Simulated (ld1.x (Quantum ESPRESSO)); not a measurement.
## An all-electron radial function and its pseudo partner (calcium)

Columns: radius, all-electron u(r) and pseudo u(r) of the 3d shell (level -4.99 eV) of calcium in the configuration [Ne] 3s2 3p6 3d0 4s1.5 4p0; Wu–Cohen, scalar-relativistic, TM scheme, ld1.x (Quantum ESPRESSO) 7.5.

```json
{"r (bohr)": "0.093", "all-electron": "0.0146", "pseudo": "0.0025"}
{"r (bohr)": "0.185", "all-electron": "0.0706", "pseudo": "0.0186"}
{"r (bohr)": "0.278", "all-electron": "0.1548", "pseudo": "0.0590"}
{"r (bohr)": "0.370", "all-electron": "0.2470", "pseudo": "0.1266"}
{"r (bohr)": "0.463", "all-electron": "0.3372", "pseudo": "0.2193"}
{"r (bohr)": "0.555", "all-electron": "0.4168", "pseudo": "0.3254"}
{"r (bohr)": "0.648", "all-electron": "0.4851", "pseudo": "0.4335"}
{"r (bohr)": "0.740", "all-electron": "0.5405", "pseudo": "0.5286"}
{"r (bohr)": "0.833", "all-electron": "0.5841", "pseudo": "0.6037"}
{"r (bohr)": "0.925", "all-electron": "0.6157", "pseudo": "0.6535"}
{"r (bohr)": "1.018", "all-electron": "0.6377", "pseudo": "0.6808"}
{"r (bohr)": "1.110", "all-electron": "0.6509", "pseudo": "0.6896"}
{"r (bohr)": "1.203", "all-electron": "0.6572", "pseudo": "0.6863"}
{"r (bohr)": "1.295", "all-electron": "0.6579", "pseudo": "0.6765"}
{"r (bohr)": "1.388", "all-electron": "0.6541", "pseudo": "0.6639"}
{"r (bohr)": "1.480", "all-electron": "0.6469", "pseudo": "0.6509"}
{"r (bohr)": "1.573", "all-electron": "0.6368", "pseudo": "0.6380"}
{"r (bohr)": "1.665", "all-electron": "0.6248", "pseudo": "0.6249"}
{"r (bohr)": "1.758", "all-electron": "0.6109", "pseudo": "0.6109"}
{"r (bohr)": "1.850", "all-electron": "0.5960", "pseudo": "0.5960"}
{"r (bohr)": "1.943", "all-electron": "0.5801", "pseudo": "0.5801"}
{"r (bohr)": "2.035", "all-electron": "0.5639", "pseudo": "0.5639"}
{"r (bohr)": "2.128", "all-electron": "0.5473", "pseudo": "0.5473"}
{"r (bohr)": "2.220", "all-electron": "0.5308", "pseudo": "0.5308"}
{"r (bohr)": "2.313", "all-electron": "0.5142", "pseudo": "0.5142"}
{"r (bohr)": "2.405", "all-electron": "0.4982", "pseudo": "0.4982"}
```

(1) How many radial nodes do the two functions have?

(2) At about which radius was the pseudo-wave matched?

(3) Is the pseudo-wave norm-conserving?

Results:

(1) The all-electron 3d function has n − l − 1 = 0; the pseudo-wave has 0.

(2) 1.85 bohr. The columns agree to 0.0005 from 1.67 bohr on; several derivatives are matched, so the curves merge somewhat inside the radius.

(3) Yes: the TM scheme keeps the norm inside the radius equal to the all-electron one, which fixes the energy derivative of the logarithmic derivative at the level.
